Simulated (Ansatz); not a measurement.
Two members of one family (GaAs nanocrystals, H-capped) that differ in charge, which shifts all levels, computed with Ansatz in the gas phase. Sets without diffuse functions give affinities that are too small. A dash marks a value that wasn't run or was left out as unsound. The structures are stationary points that may keep the symmetry of their start. Remarks come from the PBE and PBE0 runs and from stability tests at other levels; not every state was tested. A HOMO above zero means that the electron is unbound at that level and held by the basis, or that self-interaction error raises the level; the energy of removing that electron tells which. HOMO above LUMO (over both spins in singlets and doublets, within one spin in higher multiplets; at PBE or PBE0), or a gap under 0.15 eV within one spin, warns that the state may not be the lowest or that an electron is smeared out.

First: Ga8As9H24⁺, cut from zinc blende (singlet, charge 1, PBE-D4/def2-SVP geometry).

```xyz
41

Ga    1.398    0.817    4.907
Ga    3.332    0.072    0.620
Ga   -3.176   -2.800   -1.605
Ga    0.953   -1.578   -2.644
Ga   -0.420   -0.939    1.138
Ga    0.599    3.039    0.880
Ga   -1.883    1.420   -1.894
Ga    2.060    2.358   -2.956
As    0.151   -0.974    3.542
As   -2.301   -2.539    0.725
As    1.507   -1.502   -0.236
As    1.294    2.746    3.277
As    2.429    2.131   -0.470
As   -1.034   -3.146   -2.812
As   -3.609   -0.415   -2.152
As    0.127    0.689   -3.100
As   -1.178    1.294    0.480
H     0.385    1.129    6.066
H     2.875    0.292    4.942
H     4.694   -0.393   -0.005
H     2.983    0.138    2.168
H    -4.336   -3.836   -1.786
H     2.077   -2.149   -3.581
H    -0.013    4.465    0.632
H    -2.553    2.778   -2.308
H     3.250    1.643   -3.694
H     1.422    3.768   -3.233
H     0.798   -2.342    3.726
H    -1.182   -1.308    4.207
H    -1.928   -3.917    1.257
H    -3.470   -2.257    1.663
H     1.802   -2.940    0.189
H     2.692    3.354    3.299
H     0.589    3.879    4.018
H     3.506    3.174   -0.173
H    -0.622   -4.591   -2.543
H    -1.432   -3.324   -4.274
H    -4.128   -0.420   -3.586
H    -4.919   -0.039   -1.467
H    -0.334    0.630   -4.554
H    -2.406    1.591    1.338
```

| level | HOMO (eV) | LUMO (eV) | gap (eV) | vertical EA (eV) |
| --- | --- | --- | --- | --- |
| PBE-D4/def2-SVP | -8.65 | -5.06 | 3.59 | – |
| PBE-D4/def2-TZVP | -8.69 | -5.10 | 3.58 | 3.69 |
| r2SCAN-D4/def2-TZVP | -8.92 | -4.94 | 3.99 | – |
| PBE0-D4/def2-SVP | -9.64 | -4.35 | 5.29 | – |
| PBE0-D4/def2-TZVP | -9.65 | -4.38 | 5.27 | 3.45 |

Remarks: gap within one spin near zero at PBE or PBE0 (neutral doublet).

Second: Ga9As9H24, cut from wurtzite (singlet, charge 0, PBE-D4/def2-SVP geometry).

```xyz
42

Ga    1.397   -4.706    0.966
As    0.469   -3.492    3.014
As    1.098   -2.762   -0.578
Ga   -1.273   -2.202   -0.979
Ga   -0.342   -1.132    3.005
As   -1.978   -1.076    1.147
As   -1.397   -0.396   -2.658
Ga   -3.741    0.165   -3.318
Ga   -2.836    1.236    0.924
As   -4.379    1.116   -1.033
Ga    2.585   -0.865   -0.038
As    1.533    0.139    2.004
As    2.304    0.888   -1.755
Ga   -0.017    1.603   -2.205
Ga    0.865    2.517    1.829
As   -0.833    2.385    0.032
Ga    3.877    2.808   -1.459
As    2.822    3.606    0.728
H     0.344   -5.835    0.644
H     2.926   -4.930    1.280
H    -0.656   -4.300    3.655
H     1.444   -3.581    4.183
H     1.595   -3.231   -1.945
H    -2.195   -3.446   -1.287
H    -0.861   -0.614    4.399
H    -3.169   -1.874    1.670
H    -0.746   -1.009   -3.897
H    -4.601   -1.148   -3.470
H    -3.760    1.401   -4.297
H    -3.474    1.864    2.222
H    -5.649    0.453   -0.507
H    -4.958    2.522   -1.176
H     4.084   -1.269    0.244
H     2.614    0.129    3.082
H     2.725    0.194   -3.049
H    -0.150    2.747   -3.284
H     0.402    3.205    3.168
H    -1.285    3.830   -0.168
H     5.311    2.291   -1.058
H     3.560    3.945   -2.505
H     3.879    3.734    1.822
H     2.467    5.088    0.647
```

Task: What does the change do? Estimate second minus first.

Result: 
| level | Δ HOMO (eV) | Δ LUMO (eV) | Δ gap (eV) | Δ vertical EA (eV) |
| --- | --- | --- | --- | --- |
| PBE-D4/def2-SVP | 2.77 | 2.94 | 0.17 | – |
| PBE-D4/def2-TZVP | 2.76 | 2.89 | 0.13 | -2.75 |
| r2SCAN-D4/def2-TZVP | 2.76 | 2.89 | 0.13 | – |
| PBE0-D4/def2-SVP | 2.79 | 2.92 | 0.14 | – |
| PBE0-D4/def2-TZVP | 2.78 | 2.87 | 0.09 | -2.78 |

Remarks: HOMO above zero (-1 doublet).
